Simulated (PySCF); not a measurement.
# Correlation energy of Cd⁺ (cadmium, charge +1)

[Kr] 4d10 5p1, 2P determinant (an excited configuration). Calculation: PySCF 2.14, in x2c-TZVPPall (8s6p6d2f1g, 79 functions); the spin-free X2C one-electron Hamiltonian (Gaussian nucleus). Frozen: [Ar] 3d10; 19 electrons correlated.

MP2 pair energies summed by pair of shells (mhartree):

| pair | energy | share (%) |
| --- | --- | --- |
| 4d-4d | -349.02 | 54.4 |
| 4p-4d | -162.79 | 25.4 |
| 4p-4p | -43.98 | 6.9 |
| 4s-4d | -35.45 | 5.5 |
| 4d-5p | -23.02 | 3.6 |
| 4s-4p | -21.70 | 3.4 |
| 4s-4s | -3.99 | 0.6 |
| 4p-5p | -1.78 | 0.3 |
| 4s-5p | -0.20 | 0.0 |

Total MP2 correlation energy: -641.94 mhartree.

Same-spin part -215.06 and opposite-spin part -426.87 mhartree; SCS-MP2 scales them by 1/3 and 6/5 to -583.94 mhartree.

The basis was made for the ground configuration and has no added diffuse functions, which can raise the energy of the promoted electron.

This basis was not built for core-valence correlation, so the inner-shell part is incomplete.
